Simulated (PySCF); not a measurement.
**Co²⁺: ionisation energy**

Co²⁺ [Ar] 3d7 (4F) → Co³⁺ [Ar] 3d6 (5D), as a difference of total energies. All numbers are calculated (PySCF 2.14, scalar relativity by spin-free X2C-1e, in aug-cc-pVDZ-DK (7s6p4d2f, 59 functions)). Correlated levels: valence: [Ar] frozen. The calculations carry no spin-orbit coupling.

| method | ionisation energy (eV) | difference from reference (eV) |
| --- | --- | --- |
| UHF | 31.445 | -2.055 |
| MP2 (valence) | 33.134 | -0.366 |
| SCS-MP2 (valence) | 33.140 | -0.360 |
| CCSD (valence) | 33.004 | -0.496 |
| CCSD(T) (valence) | 33.035 | -0.465 |

Reference: 33.5 ± 0.06 eV (semi-empirical (NIST evaluation); NIST Atomic Spectra Database, ionization energies).

The reference lies between the lowest fine-structure levels, while these numbers refer to the centres of the terms.

Errors of the correlated levels include the incompleteness of this basis and the frozen core.
